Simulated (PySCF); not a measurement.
PySCF input (HF/def2-TZVPD):

```python
from pyscf import gto, scf, dft

mol = gto.M(
    atom='''
    C    -1.52379418    0.06130286    0.07646245
    C    -0.32880716   -0.32837335   -0.77946214
    C     1.00775955   -0.07716829   -0.13590950
    O     1.16751738    0.39077004    0.96138732
    H    -1.52549417   -0.49086208    1.01625237
    H    -1.49533263    1.12247111    0.32386088
    H    -2.45717114   -0.14613921   -0.44755506
    H    -0.32357628    0.20529229   -1.73836024
    H    -0.35341482   -1.39076380   -1.05338353
    H     1.88390076   -0.36072591   -0.75845780
    ''',
    basis='def2-tzvpd',
    charge=0,
    spin=0,
    verbose=4,
)

mf = scf.RHF(mol).density_fit(auxbasis='def2-universal-jkfit')
mf.conv_tol = 1e-9
mf.max_cycle = 100
mf.max_memory = 1500
mf.kernel()
if not mf.converged:
    mf = mf.newton()
    mf.kernel(mf.make_rdm1())
mf.analyze()
```

Output:

```
PySCF version 2.14.0

[INPUT] verbose = 4
[INPUT] num. atoms = 10
[INPUT] num. electrons = 32
[INPUT] charge = 0
[INPUT] spin (= nelec alpha-beta = 2S) = 0
[INPUT] symmetry False subgroup None
[INPUT] Mole.unit = angstrom
[INPUT] Symbol           X                Y                Z      unit          X                Y                Z       unit  Magmom
[INPUT]  1 C     -1.523794180000   0.061302860000   0.076462450000 AA   -2.879553670406   0.115845616053   0.144493089313 Bohr   0.0
[INPUT]  2 C     -0.328807160000  -0.328373350000  -0.779462140000 AA   -0.621355480196  -0.620535698106  -1.472969969067 Bohr   0.0
[INPUT]  3 C      1.007759550000  -0.077168290000  -0.135909500000 AA    1.904389548915  -0.145826933601  -0.256831732727 Bohr   0.0
[INPUT]  4 O      1.167517380000   0.390770040000   0.961387320000 AA    2.206288093870   0.738448353285   1.816758734430 Bohr   0.0
[INPUT]  5 H     -1.525494170000  -0.490862080000   1.016252370000 AA   -2.882766185921  -0.927594896134   1.920438652740 Bohr   0.0
[INPUT]  6 H     -1.495332630000   1.122471110000   0.323860880000 AA   -2.825769135826   2.121162980637   0.612008365661 Bohr   0.0
[INPUT]  7 H     -2.457171140000  -0.146139210000  -0.447555060000 AA   -4.643380495785  -0.276163082960  -0.845756489063 Bohr   0.0
[INPUT]  8 H     -0.323576280000   0.205292290000  -1.738360240000 AA   -0.611470549606   0.387946203585  -3.285024759433 Bohr   0.0
[INPUT]  9 H     -0.353414820000  -1.390763800000  -1.053383530000 AA   -0.667857218162  -2.628162685959  -1.990606375828 Bohr   0.0
[INPUT] 10 H      1.883900760000  -0.360725910000  -0.758457800000 AA    3.560056482260  -0.681673175935  -1.433277519040 Bohr   0.0

nuclear repulsion = 118.585934885788
number of shells = 83
number of NR pGTOs = 277
number of NR cGTOs = 205
basis = def2-tzvpd
ecp = {}

******** <class 'pyscf.df.df_jk.DFRHF'> ********
method = DFRHF
initial guess = minao
damping factor = 0
level_shift factor = 0
DIIS = <class 'pyscf.scf.diis.CDIIS'>
diis_start_cycle = 1
diis_space = 8
diis_damp = 0
SCF conv_tol = 1e-09
SCF conv_tol_grad = None
SCF max_cycles = 100
direct_scf = False
Set gradient conv threshold to 3.16228e-05
Initial guess from minao.
******** <class 'pyscf.df.df.DF'> ********
auxbasis = def2-universal-jkfit
init E= -192.560761730406
  HOMO = -0.297058147830171  LUMO = 0.00799488313379726  gap/eV = 8.30092
cycle= 1 E= -191.90079819549  delta_E= 0.66  |g|= 0.725  |ddm|= 2.27
  HOMO = -0.336552963812707  LUMO = 0.0516544207349625  gap/eV = 10.56366
cycle= 2 E= -191.962752707943  delta_E= -0.062  |g|= 0.609  |ddm|= 1.02
  HOMO = -0.418662284528097  LUMO = 0.0647392100408073  gap/eV = 13.15402
cycle= 3 E= -192.027305092422  delta_E= -0.0646  |g|= 0.0622  |ddm|= 0.389
  HOMO = -0.41363112963117  LUMO = 0.0669577579255654  gap/eV = 13.07749
cycle= 4 E= -192.029067753036  delta_E= -0.00176  |g|= 0.0188  |ddm|= 0.145
  HOMO = -0.420093336421193  LUMO = 0.0667440418012285  gap/eV = 13.24752
cycle= 5 E= -192.02925955606  delta_E= -0.000192  |g|= 0.00801  |ddm|= 0.0492
  HOMO = -0.420276035875379  LUMO = 0.0668172099642167  gap/eV = 13.25448
cycle= 6 E= -192.029309034609  delta_E= -4.95e-05  |g|= 0.00339  |ddm|= 0.0264
  HOMO = -0.421248200161671  LUMO = 0.0668618281341461  gap/eV = 13.28215
cycle= 7 E= -192.02931599349  delta_E= -6.96e-06  |g|= 0.000979  |ddm|= 0.00848
[...]
cycle= 11 E= -192.029316590415  delta_E= -8.81e-11  |g|= 2.61e-06  |ddm|= 4.12e-05
  HOMO = -0.421367454480738  LUMO = 0.0668817287291167  gap/eV = 13.28594
Extra cycle  E= -192.029316590418  delta_E= -3.47e-12  |g|= 1.11e-06  |ddm|= 9.95e-06
converged SCF energy = -192.029316590418
**** SCF Summaries ****
Total Energy =                        -192.029316590418432
Nuclear Repulsion Energy =             118.585934885787822
One-electron Energy =                 -495.324788263293499
Two-electron Energy =                  184.709536787087217
Two-electron Coulomb Energy =          210.651006383643022
DFT Exchange-Correlation Energy =      -25.941469596555805
HOMO-LUMO gap [eV] =                    13.285936998273048
**** MO energy ****
MO #1   energy= -20.5560853310595  occ= 2
MO #2   energy= -11.3306489149397  occ= 2
MO #3   energy= -11.2445532300245  occ= 2
MO #4   energy= -11.2214091573921  occ= 2
MO #5   energy= -1.39625640620627  occ= 2
MO #6   energy= -1.06224623668809  occ= 2
MO #7   energy= -0.911786884995035 occ= 2
MO #8   energy= -0.772550314944954 occ= 2
MO #9   energy= -0.682259152943463 occ= 2
MO #10  energy= -0.634524327985486 occ= 2
MO #11  energy= -0.630683259109871 occ= 2
MO #12  energy= -0.543802463426211 occ= 2
MO #13  energy= -0.530855013857323 occ= 2
MO #14  energy= -0.521299775797832 occ= 2
MO #15  energy= -0.492527095255653 occ= 2
MO #16  energy= -0.421367454480738 occ= 2
MO #17  energy= 0.0668817287291167 occ= 0
MO #18  energy= 0.0867295897876155 occ= 0
MO #19  energy= 0.0896306516166522 occ= 0
MO #20  energy= 0.113722453717994  occ= 0
MO #21  energy= 0.128472380668819  occ= 0
MO #22  energy= 0.13092918474127   occ= 0
MO #23  energy= 0.139772633376302  occ= 0
MO #24  energy= 0.157215885263757  occ= 0
MO #25  energy= 0.15722225281442   occ= 0
MO #26  energy= 0.186524736104238  occ= 0
MO #27  energy= 0.197861085486691  occ= 0
MO #28  energy= 0.211133287177162  occ= 0
MO #29  energy= 0.223161855886069  occ= 0
MO #30  energy= 0.226699956036909  occ= 0
MO #31  energy= 0.250110289956327  occ= 0
MO #32  energy= 0.260539588312472  occ= 0
MO #33  energy= 0.270090589123829  occ= 0
MO #34  energy= 0.297922856161795  occ= 0
MO #35  energy= 0.303762216702395  occ= 0
MO #36  energy= 0.306523319528044  occ= 0
MO #37  energy= 0.31226923319425   occ= 0
MO #38  energy= 0.324680386424748  occ= 0
MO #39  energy= 0.325739348654922  occ= 0
MO #40  energy= 0.354795935973568  occ= 0
MO #41  energy= 0.361600071998747  occ= 0
MO #42  energy= 0.36681487043019   occ= 0
MO #43  energy= 0.379922946686752  occ= 0
MO #44  energy= 0.384601422985201  occ= 0
MO #45  energy= 0.395809636567184  occ= 0
MO #46  energy= 0.403941849534977  occ= 0
MO #47  energy= 0.417440916863473  occ= 0
MO #48  energy= 0.417930334062236  occ= 0
MO #49  energy= 0.418629398372092  occ= 0
MO #50  energy= 0.439933070721734  occ= 0
MO #51  energy= 0.450616411205447  occ= 0
MO #52  energy= 0.450746927224053  occ= 0
MO #53  energy= 0.457994374605881  occ= 0
MO #54  energy= 0.471271663842537  occ= 0
MO #55  energy= 0.487675318206948  occ= 0
MO #56  energy= 0.493650017811202  occ= 0
MO #57  energy= 0.500832961805852  occ= 0
MO #58  energy= 0.515019002171676  occ= 0
MO #59  energy= 0.518341679006703  occ= 0
MO #60  energy= 0.530679756061928  occ= 0
MO #61  energy= 0.531555676082428  occ= 0
MO #62  energy= 0.544771005846236  occ= 0
MO #63  energy= 0.562602574393805  occ= 0
MO #64  energy= 0.584442025652931  occ= 0
MO #65  energy= 0.587219742485497  occ= 0
MO #66  energy= 0.619319826789905  occ= 0
MO #67  energy= 0.635805233456025  occ= 0
MO #68  energy= 0.642761197416878  occ= 0
MO #69  energy= 0.667837084686031  occ= 0
MO #70  energy= 0.682224607847169  occ= 0
MO #71  energy= 0.705597786778961  occ= 0
MO #72  energy= 0.725734404794456  occ= 0
MO #73  energy= 0.742855047703901  occ= 0
MO #74  energy= 0.751398568367145  occ= 0
MO #75  energy= 0.783407265042781  occ= 0
MO #76  energy= 0.784099777486075  occ= 0
MO #77  energy= 0.813070179139922  occ= 0
MO #78  energy= 0.826443892923141  occ= 0
MO #79  energy= 0.840370635850214  occ= 0
MO #80  energy= 0.853510662009957  occ= 0
MO #81  energy= 0.855336260160016  occ= 0
MO #82  energy= 0.8619763309237    occ= 0
MO #83  energy= 0.87757106586872   occ= 0
MO #84  energy= 0.897369504667581  occ= 0
MO #85  energy= 0.914597505187602  occ= 0
MO #86  energy= 0.917926786267829  occ= 0
MO #87  energy= 0.931086425017406  occ= 0
MO #88  energy= 0.963519857237412  occ= 0
MO #89  energy= 1.02225105545635   occ= 0
MO #90  energy= 1.03600539814628   occ= 0
MO #91  energy= 1.08168239634715   occ= 0
MO #92  energy= 1.12740931026478   occ= 0
MO #93  energy= 1.13391029266382   occ= 0
MO #94  energy= 1.14119042690605   occ= 0
MO #95  energy= 1.20814176994864   occ= 0
MO #96  energy= 1.21652728322248   occ= 0
MO #97  energy= 1.29045407037162   occ= 0
MO #98  energy= 1.34655977035004   occ= 0
MO #99  energy= 1.37180470890708   occ= 0
MO #100 energy= 1.37395476860312   occ= 0
MO #101 energy= 1.42757956759562   occ= 0
MO #102 energy= 1.44357382586116   occ= 0
MO #103 energy= 1.47647273074622   occ= 0
MO #104 energy= 1.48013077198003   occ= 0
MO #105 energy= 1.49193610396784   occ= 0
MO #106 energy= 1.50422474411873   occ= 0
MO #107 energy= 1.63358040512258   occ= 0
[...]
```
